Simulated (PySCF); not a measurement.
**Electron correlation in Al (aluminium, neutral)**

[Ne] 3s2 3d1, 2D determinant (an excited configuration). Calculation: PySCF 2.14, in aug-cc-pCVTZ-DK (8s7p5d3f, 75 functions); scalar relativity by spin-free X2C-1e. Frozen: 1s2; 11 electrons correlated.

MP2 pair energies summed by pair of shells (mhartree):

```
 pair   energy  share (%)
2p-2p  -190.53       59.9
2s-2p   -60.55       19.0
3s-3s   -27.77        8.7
2p-3s   -19.19        6.0
2s-2s    -9.59        3.0
3s-3d    -8.19        2.6
2s-3s    -1.91        0.6
2p-3d    -0.26        0.1
2s-3d    -0.02        0.0
```

Total MP2 correlation energy: -318.03 mhartree.

Same-spin part -79.39 and opposite-spin part -238.63 mhartree; SCS-MP2 scales them by 1/3 and 6/5 to -312.82 mhartree.
